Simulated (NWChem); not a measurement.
Everything below was run with NWChem. System: HSb, charge 0, spin multiplicity 3, at a geometry optimised with UPBE0/def2-SVP with def2 effective core potentials on Sb. The structure started from a generated list of species. Its SCF solution wasn't tested for a lower state. Level: UB3LYP/def2-TZVP with def2 effective core potentials on Sb, VWN1-RPA local correlation.

Output (cleaned and shortened):

```
             Northwest Computational Chemistry Package (NWChem) 7.3.0
             --------------------------------------------------------

                                NWChem Input Module
                                -------------------

 Scaling coordinates for geometry "geometry" by  1.889725989
 (inverse scale =  0.529177249)

 Turning off AUTOSYM since
 SYMMETRY directive was detected!

                             Geometry "geometry" -> ""
                             -------------------------

 Output coordinates in angstroms (scale by  1.889725989 to convert to a.u.)

  No.       Tag          Charge          X              Y              Z
 ---- ---------------- ---------- -------------- -------------- --------------
    1 Sb                  51.0000     0.00000000     0.00000000     0.03317000
    2 H                    1.0000     0.00000000     0.00000000    -1.69165900

 Effective nuclear repulsion energy (a.u.)      15.6467914785

            Nuclear Dipole moment (a.u.)
            ----------------------------
        X                 Y               Z
 ---------------- ---------------- ----------------
     0.0000000000     0.0000000000     0.0000207870

      Symmetry information
      --------------------

 Group name             C2v
 Group number             16
 Group order               4
 No. of unique centers     2

      Symmetry unique atoms

     1    2


 Summary of "ao basis" -> "" (spherical)
 ------------------------------------------------------------------------------
       Tag                 Description            Shells   Functions and Types
 ---------------- ------------------------------  ------  ---------------------
 *                         def2-tzvp                  on all atoms

                                 NWChem DFT Module
                                 -----------------

 Summary of "ao basis" -> "ao basis" (spherical)
 ------------------------------------------------------------------------------
       Tag                 Description            Shells   Functions and Types
 ---------------- ------------------------------  ------  ---------------------
 Sb                        def2-tzvp                16       50   6s5p3d2f
 H                         def2-tzvp                 4        6   3s1p

 Summary of "ao basis" -> "ao basis" (spherical)
 ------------------------------------------------------------------------------
       Tag                 Description            Shells   Functions and Types
 ---------------- ------------------------------  ------  ---------------------
 Sb                        def2-tzvp                16       50   6s5p3d2f
 H                         def2-tzvp                 4        6   3s1p

      Symmetry analysis of basis
      --------------------------

        a1         25
        a2          5
        b1         13
        b2         13

            General Information
            -------------------
          SCF calculation type: DFT
          Wavefunction type:  spin polarized.
          No. of atoms     :     2
          No. of electrons :    24
           Alpha electrons :    13
            Beta electrons :    11
          Charge           :     0
          Spin multiplicity:     3
          Use of symmetry is: on ; symmetry adaption is: on
          Maximum number of iterations: 100
          AO basis - number of functions:    56
                     number of shells:    20
          Convergence on energy requested:  1.00D-06
          Convergence on density requested:  1.00D-05
          Convergence on gradient requested:  5.00D-04

              XC Information
              --------------
                         B3LYP Method XC Potential
                     Hartree-Fock (Exact) Exchange  0.200
                        Slater Exchange Functional  0.800 local
                    Becke 1988 Exchange Functional  0.720 non-local
              Lee-Yang-Parr Correlation Functional  0.810
                  VWN I RPA Correlation Functional  0.190 local

             Grid Information
             ----------------
          Grid used for XC integration:  medium
          Radial quadrature: Mura-Knowles
          Angular quadrature: Lebedev.
[...]
  ----- ------------  ---------------      ----- ------------  ---------------
    53      1.273072  2 H  s                 21      0.851048  1 Sb pz
     6     -0.661347  1 Sb s                 18      0.451657  1 Sb pz
     5     -0.220527  1 Sb s                 12     -0.218148  1 Sb pz
    15      0.192000  1 Sb pz                52      0.182556  2 H  s
     3      0.147481  1 Sb s                 51      0.136161  2 H  s

 Vector   15  Occ=0.000000D+00  E= 1.090776D-01  Symmetry=a1
              MO Center=  2.1D-15, -1.5D-16, -3.1D-01, r^2= 8.2D+00
   Bfn.  Coefficient  Atom+Function         Bfn.  Coefficient  Atom+Function
  ----- ------------  ---------------      ----- ------------  ---------------
    21      1.478452  1 Sb pz                18     -1.281247  1 Sb pz
    12      0.225521  1 Sb pz                 5      0.205726  1 Sb s
    53     -0.190265  2 H  s                  6     -0.098343  1 Sb s
    34      0.083841  1 Sb d  0               4     -0.067972  1 Sb s
    52      0.059878  2 H  s                 15     -0.057548  1 Sb pz

 Vector   16  Occ=0.000000D+00  E= 1.176446D-01  Symmetry=b2
              MO Center= -1.5D-17,  5.0D-16,  3.5D-02, r^2= 8.4D+00
   Bfn.  Coefficient  Atom+Function         Bfn.  Coefficient  Atom+Function
  ----- ------------  ---------------      ----- ------------  ---------------
    20      1.586717  1 Sb py                17     -1.297174  1 Sb py
    11      0.237839  1 Sb py                14     -0.073430  1 Sb py
     8      0.037396  1 Sb py

                     DFT Final Beta Molecular Orbital Analysis
                     -----------------------------------------

 Vector    9  Occ=1.000000D+00  E=-1.294331D+00  Symmetry=a1
              MO Center= -1.6D-16, -1.2D-17,  3.2D-02, r^2= 3.5D-01
   Bfn.  Coefficient  Atom+Function         Bfn.  Coefficient  Atom+Function
  ----- ------------  ---------------      ----- ------------  ---------------
    26      0.907628  1 Sb d  2              31      0.156249  1 Sb d  2

 Vector   10  Occ=1.000000D+00  E=-5.136492D-01  Symmetry=a1
              MO Center= -2.1D-16,  4.7D-16, -4.0D-01, r^2= 1.7D+00
   Bfn.  Coefficient  Atom+Function         Bfn.  Coefficient  Atom+Function
  ----- ------------  ---------------      ----- ------------  ---------------
     5      0.735957  1 Sb s                  3     -0.498241  1 Sb s
     2      0.454965  1 Sb s                  6      0.355359  1 Sb s
     4     -0.314892  1 Sb s                  1     -0.225293  1 Sb s
    52      0.148369  2 H  s                 51      0.098952  2 H  s
    12      0.064930  1 Sb pz                15     -0.060616  1 Sb pz

 Vector   11  Occ=1.000000D+00  E=-3.028222D-01  Symmetry=a1
              MO Center=  7.8D-16, -7.1D-16, -4.1D-01, r^2= 2.7D+00
   Bfn.  Coefficient  Atom+Function         Bfn.  Coefficient  Atom+Function
  ----- ------------  ---------------      ----- ------------  ---------------
     5      0.316833  1 Sb s                  6      0.310469  1 Sb s
    12     -0.288731  1 Sb pz                52     -0.287400  2 H  s
    15      0.270834  1 Sb pz                18      0.266372  1 Sb pz
     3     -0.222876  1 Sb s                 53     -0.211404  2 H  s
     2      0.198632  1 Sb s                 51     -0.160541  2 H  s

 Vector   12  Occ=0.000000D+00  E=-1.215926D-01  Symmetry=b2
              MO Center= -1.1D-16, -1.8D-16,  1.0D-02, r^2= 3.1D+00
   Bfn.  Coefficient  Atom+Function         Bfn.  Coefficient  Atom+Function
  ----- ------------  ---------------      ----- ------------  ---------------
    17      0.417854  1 Sb py                20      0.417890  1 Sb py
    11     -0.375077  1 Sb py                14      0.355304  1 Sb py
     8     -0.059475  1 Sb py

 Vector   13  Occ=0.000000D+00  E=-1.215926D-01  Symmetry=b1
              MO Center= -3.7D-17,  4.4D-17,  1.0D-02, r^2= 3.1D+00
   Bfn.  Coefficient  Atom+Function         Bfn.  Coefficient  Atom+Function
  ----- ------------  ---------------      ----- ------------  ---------------
    16      0.417854  1 Sb px                19      0.417890  1 Sb px
    10     -0.375077  1 Sb px                13      0.355304  1 Sb px
     7     -0.059475  1 Sb px

 Vector   14  Occ=0.000000D+00  E= 8.598203D-03  Symmetry=a1
              MO Center= -1.1D-15,  1.8D-15,  2.2D-02, r^2= 5.0D+00
   Bfn.  Coefficient  Atom+Function         Bfn.  Coefficient  Atom+Function
  ----- ------------  ---------------      ----- ------------  ---------------
    53      1.348886  2 H  s                 21      0.939001  1 Sb pz
     6     -0.680214  1 Sb s                 18      0.416546  1 Sb pz
     5     -0.280762  1 Sb s                 12     -0.215199  1 Sb pz
    15      0.195355  1 Sb pz                 3      0.179319  1 Sb s
    52      0.159161  2 H  s                  2     -0.158090  1 Sb s

   alpha - beta orbital overlaps
   -----------------------------

   alpha      1      2      3      4      5      6      7      8      9     10
    beta      1      3      4      2      8      9      5      6      7     10
 overlap   1.000  1.000  1.000  1.000  1.000  1.000  1.000  1.000  1.000  0.996

   alpha     11     12     13     14     15     16     17     18     19     20
    beta     11     12     13     14     15     16     17     18     21     22
 overlap   0.997  0.996  0.996  0.998  0.999  0.996  0.996  0.996  1.000  1.000

   alpha     21     22     23     24     25     26     27     28     29     30
    beta     19     20     23     24     25     26     30     31     28     29
 overlap   1.000  1.000  0.998  0.999  1.000  1.000  1.000  1.000  1.000  1.000

   alpha     31     32     33     34     35     36     37     38     39     40
    beta     27     32     33     34     38     39     35     36     37     40
 overlap   1.000  1.000  1.000  1.000  1.000  1.000  1.000  1.000  1.000  1.000

   alpha     41     42     43     44     45     46     47     48     49     50
    beta     41     42     45     46     43     44     47     48     49     50
 overlap   1.000  1.000  1.000  1.000  1.000  1.000  1.000  1.000  1.000  1.000

   alpha     51     52     53     54     55     56
    beta     51     52     53     54     55     56
 overlap   1.000  1.000  1.000  1.000  1.000  1.000

     --------------------------
     Expectation value of S2:
     --------------------------
      <S2> =      2.0037 (Exact =     2.0000)

 center of mass
 --------------
 x =   0.00000000 y =   0.00000000 z =   0.03573680

 moments of inertia (a.u.)
 ------------------
          10.618660126600           0.000000000000           0.000000000000
           0.000000000000          10.618660126600           0.000000000000
           0.000000000000           0.000000000000           0.000000000000

     Multipole analysis of the density
     ---------------------------------

     L   x y z        total         alpha         beta         nuclear
     -   - - -        -----         -----         ----         -------
     0   0 0 0     -0.000000    -13.000000    -11.000000     24.000000

     1   1 0 0     -0.000000     -0.000000     -0.000000      0.000000
     1   0 1 0     -0.000000     -0.000000     -0.000000      0.000000
     1   0 0 1      0.120347      0.901631      0.973797     -1.755081

     2   2 0 0    -20.167854    -13.999978     -6.167876      0.000000
     2   1 1 0     -0.000000     -0.000000     -0.000000      0.000000
     2   1 0 1      0.000000      0.000000     -0.000000      0.000000
     2   0 2 0    -20.167854    -13.999978     -6.167876      0.000000
     2   0 1 1      0.000000      0.000000      0.000000      0.000000
     2   0 0 2    -20.416037    -17.017837    -13.707920     10.309719

 Task  times  cpu:        1.3s     wall:        1.3s

 Total times  cpu:        1.3s     wall:        1.3s
```

Question: Write an NWChem input that would produce this output.

Answer: This is not unique; one that fits is 
```
start mol
memory heap 200 mb stack 900 mb global 1100 mb
geometry units angstroms nocenter noautoz
  Sb     0.000000     0.000000     0.033170
  H      0.000000     0.000000    -1.691659
  symmetry group C2v
end
basis spherical
  * library def2-tzvp
end
ecp
  Sb library def2-ecp
end
dft
  xc b3lyp
  odft
  mult 3
  semidirect memsize 60000000 filesize 0
  iterations 100
end
task dft energy
```
